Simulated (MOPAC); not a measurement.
A run for MOPAC: PM6 on AlN+, 2S+1 = 4, a spin state set in the input, which need not be the lowest, a point of a bond scan (R = 1.901 Å). Charge +1.

```
PM6 1SCF PRECISE CHARGE=1 UHF MS=1.5 THREADS=1
AlN

N      0.00000000 1     0.00000000 1     0.00000000 1
Al     0.00000000 1     0.00000000 1     1.90108300 1
```

Output:

```
*******************************************************************************
 **                                                                           **
 **                              MOPAC v23.2.5                                **
 **                                                                           **
 *******************************************************************************
 ** MOPAC's Digital Object Identifier: https://doi.org/10.5281/zenodo.6511958 **
 **                                                                           **
 ** Please cite the open-source release paper for use of this MOPAC version:  **
 ** J. E. Moussa and J. J. P. Stewart (2026)                                  **
 ** MOPAC: An open-source semiempirical molecular orbital program             **
 ** J. Open Source Softw., 11(119), 8025, https://doi.org/10.21105/joss.08025 **
 *******************************************************************************

                              PM6 CALCULATION RESULTS

 *******************************************************************************
 *  PM6        - The PM6 Hamiltonian to be used
 *  UHF        - UNRESTRICTED HARTREE-FOCK CALCULATION
 *
 *
 *
 *                 CHARGE ON SYSTEM = +1
 *
 *
 *
 *  MS=        - IN MECI, MAGNETIC COMPONENT OF SPIN =  1.5
 *  PRECISE    - TIGHTER CRITERIA TO BE USED
 *  1SCF       - DO 1 SCF AND THEN STOP
 *  THREADS=1  - MULTI-THREADING NOT USED
 *  T=         - A TIME OF 172800.0 SECONDS REQUESTED
 *  DUMP=N     - RESTART FILE WRITTEN EVERY 7200.0 SECONDS REQUESTED
 *******************************************************************************
PM6 1SCF PRECISE CHARGE=1 UHF MS=1.5 THREADS=1
 AlN

   ATOM   CHEMICAL          X               Y               Z
  NUMBER   SYMBOL      (ANGSTROMS)     (ANGSTROMS)     (ANGSTROMS)

     1       N          0.00000000  *   0.00000000  *   0.00000000  *
     2      Al          0.00000000  *   0.00000000  *   1.90108300  *



          CARTESIAN COORDINATES

    NO.       ATOM           X           Y           Z

     1         N          0.0000      0.0000      0.0000
     2        Al          0.0000      0.0000      1.9011

 General Reference for PM6:
 "Optimization of Parameters for Semiempirical Methods V: Modification of NDDO Approximations
 and Application to 70 Elements", J. J. P. Stewart, J. Mol. Mod., 13, 1173-1213 (2007)
 URL: https://link.springer.com/article/10.1007/s00894-007-0233-4

           Empirical Formula: N Al  =     2 atoms



      MOLECULAR POINT GROUP   :   C*v


          UHF CALCULATION, NO. OF ALPHA ELECTRONS =    5
                           NO. OF BETA  ELECTRONS =    2

 -------------------------------------------------------------------------------
 PM6 1SCF PRECISE CHARGE=1 UHF MS=1.5 THREADS=1
 AlN



     1SCF WAS SPECIFIED, SO BFGS WAS NOT USED
     SCF FIELD WAS ACHIEVED


                              PM6 CALCULATION
                                                       MOPAC v23.2.5 Linux




          FINAL HEAT OF FORMATION =        315.76068 KCAL/MOL =    1321.14267 KJ/MOL


          COSMO AREA              =         84.65 SQUARE ANGSTROMS
          COSMO VOLUME            =         70.40 CUBIC ANGSTROMS

          IONIZATION POTENTIAL    =         16.150067 EV
          ALPHA SOMO LUMO (EV)    =        -16.150 -5.280
          BETA  SOMO LUMO (EV)    =        -17.245 -8.295
          NO. OF ALPHA ELECTRONS  =          5
          NO. OF BETA  ELECTRONS  =          2
          MOLECULAR WEIGHT        =         40.9882         POINT GROUP:  C*v

          MOLECULAR DIMENSIONS (Angstroms)

            Atom       Atom       Distance
           Al     2    N     1     1.90108
           Al     2    N     1     0.00000
            N     1   Al     2     0.00000


          SCF CALCULATIONS        =          1





   ATOM   CHEMICAL          X               Y               Z
  NUMBER   SYMBOL      (ANGSTROMS)     (ANGSTROMS)     (ANGSTROMS)

     1       N          0.00000000  *   0.00000000  *   0.00000000  *
     2      Al          0.00000000  *   0.00000000  *   1.90108300  *

                             CARTESIAN COORDINATES

   1    N        0.000000000     0.000000000     0.000000000
   2   Al        0.000000000     0.000000000     1.901083000


           Empirical Formula: N Al  =     2 atoms



      MOLECULAR POINT GROUP   :   C*v


          ALPHA EIGENVALUES
 -32.26513 -21.53620 -20.14718 -20.14718 -16.15007  -5.28002  -5.28002  -3.32858
  84.37944  84.37944  84.46323  84.46323  84.83934


           BETA EIGENVALUES
 -25.65339 -17.24477  -8.29462  -6.83636  -6.83636  -4.22985  -4.22985  -1.47849
  85.21450  85.21450  86.04942  86.04942  86.54764


              NET ATOMIC CHARGES AND DIPOLE CONTRIBUTIONS

  ATOM NO.   TYPE          CHARGE      No. of ELECS.   s-Pop       p-Pop       d-Pop
    1          N           0.087560        4.9124     1.88522     3.02722
    2         Al           0.912440        2.0876     1.71504     0.35485     0.01767
 DIPOLE           X         Y         Z       TOTAL
 POINT-CHG.     0.000     0.000     2.321     2.321
 HYBRID        -0.000     0.000    -0.165     0.165
 SUM           -0.000     0.000     2.156     2.156


          ATOMIC ORBITAL ELECTRON POPULATIONS

     Atom    s        px        py        pz      x^2-y^2     xz        z^2       yz        xy
    1  N   1.88522   0.98055   0.98055   1.06612
    2 Al   1.71504   0.01728   0.01728   0.32029   0.00000   0.00217   0.01332   0.00217   0.00000


                    (SZ)    =    1.500000
                    (S**2)  =    3.777218


          ATOMIC ORBITAL SPIN POPULATIONS

    Atom   Total    s     px     py     pz   x^2-y^2  xz     z^2    yz     xy
         Atomic
    1  N  2.6520  0.051  0.981  0.981  0.640
    2 Al  0.3480  0.163  0.017  0.017  0.147  0.000  0.002 -0.001  0.002  0.000

 **********************
 *                    *
 * JOB ENDED NORMALLY *
 *                    *
 **********************




 == MOPAC DONE ==
```

The run finished.

Cost: very roughly 0.010 core-seconds.
